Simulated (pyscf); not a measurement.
Single points on ωB97X-D3(BJ)/def2-SVP structures (PySCF, gas phase). MP2 and CC: frozen core, UHF for open shells. ΔMP2 is the change of the MP2 total energy from the triple- to the quadruple-zeta basis.

SMILES: BC(=O)O
```xyz
7

B      0.9491    -0.5920    -0.2189
C      0.5106     0.1099     1.1266
O      1.3810     0.3323     1.9388
O     -0.7751     0.4286     1.3221
H      0.9983    -1.7943    -0.2614
H      1.3240     0.0888    -1.1386
H     -0.8356     0.8465     2.1996
```

Problem. How much does it cost (ΔH, 298 K, CCSD(T)/def2-TZVPP + ΔMP2(QZVPP)) to split H₂B–C(=O)–OH at its B–C bond into BH₂• + O=C•–OH?

Solution. B–C to BH₂• + O=C•–OH: 415.7 kJ/mol. The radicals are drawn with the spin at the cut bond; how far it spreads was not checked. Other isomers of O=C•–OH were not searched in full and may lie lower. The CCSD(T) − MP2 part came from Ansatz, without density fitting, on the same reference.
